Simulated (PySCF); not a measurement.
# Electronic absorption of C8H6N2

Species: C₈H₆N₂.
SMILES: `C=Nc1cccc(C#N)c1`

Computed, not measured: TDDFT PBE0/def2-SVPD, vertical, gas phase, core orbitals frozen in the response in PySCF 2.14.0, density-fitted response routines. One conformer (not necessarily the lowest) at the GFN2-xTB geometry, without solvent, vibrations or thermal averaging. Torsions of this conformer, `[CH2:1]=[N:2][c:3]1[cH:4][cH:5][cH:6][c:7]([C:8]#[N:9])[cH:10]1`: C1–N2–C3–C4 -52°.

```csv
state,E (eV),E (kJ/mol),λ (nm),f,"main configurations (H = HOMO, L = LUMO)"
S1,4.18,403,296.7,0.067,"H→L (62%), H→L+1 (21%)"
S2,4.60,444,269.7,0.023,"H→L+1 (61%), H→L (17%), H-1→L (17%)"
S3,5.43,524,228.3,0.091,"H-1→L (62%), H→L (10%), H-2→L+1 (9%)"
S4,5.69,549,218.0,0.013,"H-1→L+1 (53%), H-2→L (20%), H→L+2 (19%)"
S5,5.82,562,212.9,0.035,"H-2→L (57%), H→L+2 (31%)"
S6,6.12,590,202.7,0.296,"H-2→L+1 (65%), H-1→L (12%)"
```

Triplets (Tamm–Dancoff): T1 3.27 eV, H→L (77%), H→L+1 (10%); T2 3.82 eV, H→L+1 (67%), H-1→L (11%).

The lowest singlet lies at 4.18 eV (297 nm, ultraviolet) and is of moderate strength; its leading configuration is HOMO→LUMO (62%). The strongest level in the table is S6 at 6.12 eV (203 nm, f = 0.296). It is the last of those listed, so stronger ones may follow. Löwdin shares by element: HOMO carbon 37% or more, nitrogen 29% or more (atoms not listed hold the other 35%); LUMO carbon 44% or more, nitrogen 15% or more (atoms not listed hold the other 41%). The listed states span 1.94 eV, and the widest gap between neighbours is 0.83 eV (S2 to S3). Weighted by f, the mean energy of these states is 5.65 eV. Of the 6 states listed, 6 reach f = 0.01 and none stays under 0.0005. Only the lowest 6 singlets were computed, as vertical energies without vibronic structure.

On Arm Neoverse V1, one thread, on a shared host, this took 55 s wall (with the writing of density and orbital grids) and 1.1 GiB of memory at its peak.
